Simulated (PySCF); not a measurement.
# Worked example: chemical shift, span and skew from a shielding tensor

Si(F)(Br)(Me)(OH) (CH₄BrFOSi), SMILES C[Si](O)(F)Br. Atoms are numbered in the order given.

```xyz
9

C      2.0071    -0.2028    -1.0308
Si     0.1849    -0.1314    -0.7920
O     -0.4997    -1.5210    -1.3352
F     -0.4413     1.1276    -1.5964
Br    -0.3535     0.2111     1.3356
H      2.4382    -1.0267    -0.4440
H      2.4736     0.7396    -0.7097
H      2.2397    -0.3687    -2.0938
H     -1.4387    -1.6567    -1.1748
```

The structure is a stationary point at PBE0-D3(BJ)/def2-SVP. The structure was generated by enumeration, and PubChem lists no compound with its InChIKey, so it may never have been made. The values are those of a single conformer.

GIAO shieldings from PBE/pcSseg-1 in PySCF, non-relativistic, no solvent. The symmetric part of the tensor of F4 has the principal values 205.3, 256.6, 336.0 ppm. The same nucleus in CFCl3 has σ = 133.6 ppm at this level (PySCF, at its B3LYP-D3(BJ)/def2-TZVP geometry). Without spin–orbit terms, shifts of atoms bonded to Cl or Br come out too high.

Task: Work out the isotropic shielding, the ¹⁹F shift against CFCl3, the span and the skew.

Result: 
σ(iso) = (σ11 + σ22 + σ33)/3 = 266.0 ppm. δ = σ(ref) − σ(iso) = 133.6 − (266.0) = -132.4 ppm.
Span Ω = σ33 − σ11 = 130.7 ppm. Skew κ = 3(σ(iso) − σ22)/Ω = 0.21. Tumbling in solution averages the tensor to δ; in a static solid the shielding alone would spread this spin-1/2 line over Ω.
